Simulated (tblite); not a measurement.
C5H8Br2Si.
Atom-mapped SMILES: `[CH2:1]=[CH:2][SiH2:3][CH2:4]/[C:5]([Br:6])=[CH:7]\[Br:8]` (hydrogens: H9, H10 on C1; H11 on C2; H12, H13 on Si3; H14, H15 on C4; H16 on C7)

Computed with GFN2-xTB (tblite), gas phase: L-BFGS steps from a force-field or distance-geometry start until the largest atomic force falls under 0.01 eV/Å.

Step 20: E = -669.7494 eV
```
atom  x, y, z in Å  |  force x, y, z in eV/Å
C1      2.0877    0.7101   -0.8227   -0.010  -0.010   0.011
C2      1.5211   -0.4777   -0.6617   -0.018  -0.031   0.002
Si3     0.8191   -1.1288    0.9618    0.052   0.002  -0.048
C4     -1.0915   -0.8471    1.0138    0.038  -0.030   0.015
C5     -1.4712    0.5691    0.9421    0.043   0.031  -0.001
Br6    -1.2760    1.5624    2.5673   -0.007   0.003   0.011
C7     -1.8792    1.2513   -0.1195   -0.026   0.049  -0.035
Br8    -2.0696    0.4415   -1.8172   -0.003  -0.008  -0.046
H9      2.4799    1.0429   -1.7732   -0.027  -0.021   0.034
H10     2.1908    1.4101   -0.0070   -0.019  -0.028  -0.017
H11     1.4613   -1.1370   -1.5230   -0.031   0.068   0.049
H12     1.3993   -0.4278    2.1079    0.016   0.000   0.004
H13     0.9664   -2.5864    1.0545    0.036   0.056   0.001
H14    -1.5511   -1.3848    0.1877   -0.049  -0.060  -0.064
H15    -1.4540   -1.2852    1.9416   -0.046  -0.005   0.059
H16    -2.1406    2.2964   -0.1144    0.051  -0.017   0.025
```

Step 21: E = -669.7506 eV
```
atom  x, y, z in Å  |  force x, y, z in eV/Å
C1      2.0845    0.7113   -0.8200   -0.008  -0.003   0.001
C2      1.5155   -0.4755   -0.6599   -0.005  -0.023   0.004
Si3     0.8191   -1.1298    0.9634    0.035   0.015  -0.041
C4     -1.0913   -0.8504    1.0127   -0.028  -0.026   0.010
C5     -1.4710    0.5664    0.9412    0.072   0.043  -0.010
Br6    -1.2680    1.5563    2.5676   -0.016   0.015   0.006
C7     -1.8742    1.2508   -0.1213   -0.012   0.023  -0.025
Br8    -2.0664    0.4379   -1.8186   -0.003   0.008  -0.029
H9      2.4745    1.0434   -1.7715   -0.026  -0.016   0.028
H10     2.1918    1.4120   -0.0053   -0.022  -0.044  -0.015
H11     1.4514   -1.1328   -1.5219   -0.028   0.062   0.034
H12     1.3968   -0.4186    2.1047    0.015  -0.013   0.008
H13     0.9726   -2.5864    1.0578    0.034   0.056   0.005
H14    -1.5574   -1.3855    0.1883   -0.017  -0.070  -0.075
H15    -1.4577   -1.2883    1.9390   -0.033  -0.004   0.075
H16    -2.1278    2.2980   -0.1180    0.042  -0.024   0.025
```

Step 22: E = -669.7518 eV
```
atom  x, y, z in Å  |  force x, y, z in eV/Å
C1      2.0814    0.7121   -0.8176   -0.007   0.003  -0.007
C2      1.5102   -0.4735   -0.6580    0.008  -0.005   0.006
Si3     0.8198   -1.1306    0.9643   -0.005   0.028  -0.011
C4     -1.0919   -0.8540    1.0117   -0.081  -0.019   0.001
C5     -1.4694    0.5646    0.9400    0.084   0.030  -0.022
Br6    -1.2612    1.5510    2.5680   -0.023   0.022  -0.006
C7     -1.8698    1.2507   -0.1232    0.010  -0.016  -0.008
Br8    -2.0637    0.4351   -1.8206   -0.003   0.024  -0.007
H9      2.4693    1.0435   -1.7694   -0.021  -0.006   0.008
H10     2.1922    1.4131   -0.0040   -0.021  -0.044   0.001
H11     1.4418   -1.1279   -1.5202   -0.025   0.038  -0.001
H12     1.3950   -0.4106    2.1016    0.014  -0.023   0.010
H13     0.9792   -2.5855    1.0608    0.034   0.044   0.008
H14    -1.5634   -1.3874    0.1877    0.021  -0.060  -0.055
H15    -1.4614   -1.2910    1.9381   -0.016   0.005   0.061
H16    -2.1156    2.2993   -0.1211    0.030  -0.020   0.021
```

Question: Estimate the geometry and energy of step 23. (The exact step hangs on the optimiser's Hessian estimate; all steps are aligned on step 22, rigid shifts and turns removed.)

Answer: E = -669.7528 eV, largest force 0.094 eV/Å
```
atom  x, y, z in Å  |  force x, y, z in eV/Å
C1      2.0785    0.7127   -0.8156   -0.006   0.006  -0.011
C2      1.5060   -0.4719   -0.6563    0.012   0.011   0.006
Si3     0.8201   -1.1306    0.9649   -0.050   0.033   0.023
C4     -1.0937   -0.8575    1.0110   -0.093  -0.013  -0.006
C5     -1.4664    0.5636    0.9385    0.072  -0.001  -0.029
Br6    -1.2561    1.5471    2.5683   -0.025   0.024  -0.018
C7     -1.8659    1.2503   -0.1250    0.032  -0.044   0.008
Br8    -2.0615    0.4332   -1.8225   -0.002   0.036   0.009
H9      2.4645    1.0435   -1.7676   -0.013   0.005  -0.016
H10     2.1922    1.4130   -0.0028   -0.017  -0.033   0.022
H11     1.4333   -1.1231   -1.5188   -0.024   0.008  -0.037
H12     1.3938   -0.4045    2.0993    0.011  -0.029   0.012
H13     0.9854   -2.5838    1.0634    0.033   0.029   0.011
H14    -1.5680   -1.3901    0.1862    0.050  -0.040  -0.019
H15    -1.4650   -1.2931    1.9385   -0.002   0.018   0.031
H16    -2.1049    2.3001   -0.1232    0.020  -0.010   0.015
```

The energy changes by -0.0010 eV. The first-order estimate −F·Δx gives -0.0014 eV and the mean of the old and new forces, exact on a quadratic surface, -0.0010 eV. The step makes an angle of 73° with the force vector and moves no atom by more than 0.011 Å.

What follows is the cost of the whole relaxation. The run took 0.74 s on Arm Neoverse V1, one thread, shared host with 32 logical CPUs at a one-minute load of 5.8.
